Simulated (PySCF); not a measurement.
Species: Al(SiH3)3.
Structure used (PBE0-D3(BJ)/def2-SVP), in Å, numbered top down from 1:
```
atom  x, y, z in Å
Al1    0.007   -0.012    0.010
Si2    2.466    0.013   -0.028
H3     3.052    1.389    0.045
H4     2.966   -0.630   -1.289
H5     3.016   -0.782    1.120
Si6   -1.233    2.113    0.015
H7    -0.753    3.000    1.125
H8    -2.714    1.949    0.165
H9    -0.984    2.844   -1.271
Si10  -1.223   -2.142    0.026
H11   -0.348   -3.355   -0.049
H12   -2.181   -2.195   -1.128
H13   -2.041   -2.244    1.281
```

Method: PySCF, TDDFT wB97X-D/def2-SVPD, vertical, gas phase, core orbitals frozen in the response.

Task: Predict the UV-vis stick spectrum at this level.

Result: 

```tsv
state	E (eV)	E (kJ/mol)	λ (nm)	f	main configurations (H = HOMO, L = LUMO)
S1	3.57	345	347.2	0.0000	H→L (97%)
S2	3.59	346	345.5	0.0000	H-1→L (97%)
S3	5.98	577	207.4	0.0000	H→L+3 (47%), H-1→L+2 (45%)
S4	6.35	612	195.3	0.066	H→L+1 (68%)
S5	6.37	614	194.8	0.073	H-1→L+1 (65%)
S6	6.42	620	193.1	0.0019	H-1→L+3 (48%), H→L+2 (45%)
S7	6.61	638	187.6	0.090	H-2→L (71%)
S8	6.62	639	187.2	0.341	H-1→L+1 (19%), H→L+3 (18%), H-1→L+2 (16%)
S9	6.63	640	187.0	0.298	H-1→L+3 (19%), H→L+2 (19%), H-2→L (18%)
S10	6.78	654	182.9	0.026	H-3→L (58%), H→L+4 (15%), H-5→L (9%)
S11	6.79	655	182.7	0.035	H-4→L (59%), H-1→L+4 (16%), H-5→L (8%)
S12	6.79	655	182.5	0.0086	H-5→L (65%), H-4→L (9%)
S13	6.80	656	182.5	0.014	H-6→L (80%)
S14	6.93	669	178.8	0.018	H-1→L+5 (43%), H→L+6 (42%)
```

Triplets (Tamm–Dancoff): T1 3.10 eV, H→L (92%); T2 3.12 eV, H-1→L (92%); T3 5.35 eV, H→L+3 (45%), H-1→L+2 (44%); T4 5.50 eV, H→L+3 (34%), H-1→L+2 (32%), H-1→L+1 (18%).

The lowest singlet lies at 3.57 eV (347 nm, ultraviolet) and is dark (f under 0.0005); its leading configuration is HOMO→LUMO (97%). The most intense listed level is S8/S9 at 6.62 eV (187 nm, f = 0.638 summed), 3.05 eV above S1. S8/S9 and S10/S11/S12/S13 lie within about 0.01 eV of each other in each set. Löwdin shares by element: HOMO (one of a set within 0.03 eV) silicon 52%, aluminium 27% (atoms not listed hold the other 21%); LUMO aluminium 52%, silicon 39%. Of the 14 states listed, 9 reach f = 0.01 and 3 stay under 0.0005. Orbital energies (eV): HOMO-3 -11.64, HOMO-2 -11.53, HOMO-1 -9.08, HOMO -9.07, LUMO -0.94, LUMO+1 1.16, LUMO+2 1.36. The oscillator strengths of these states sum to 0.971; summed over the whole spectrum of an exact calculation they would give the number of electrons, 64 (Thomas–Reiche–Kuhn). No computed singlet lies in the visible range (380 to 750 nm); the lowest, at 347 nm, stands 0.31 eV above its violet end (3.26 eV); a Tamm–Dancoff triplet lies at 399 nm, without intensity as long as spin–orbit coupling is left out. Orbitals of the list HOMO-3 to LUMO+2 that lie within 0.01 eV of each other are written together with a slash and their weights summed (≥ marks a lower bound); for degenerate orbitals outside that list single weights are arbitrary. Singlets were solved by full linear response, triplets in the Tamm–Dancoff approximation. The highest level found (6.99 eV, f 0.0018 so far) is left out, since the window may have cut off a degenerate partner.

The run took 26 s wall (with the writing of density and orbital grids) on one thread, Arm Neoverse V1 (aarch64), shared host, and the process peaked at 0.76 GiB of memory.
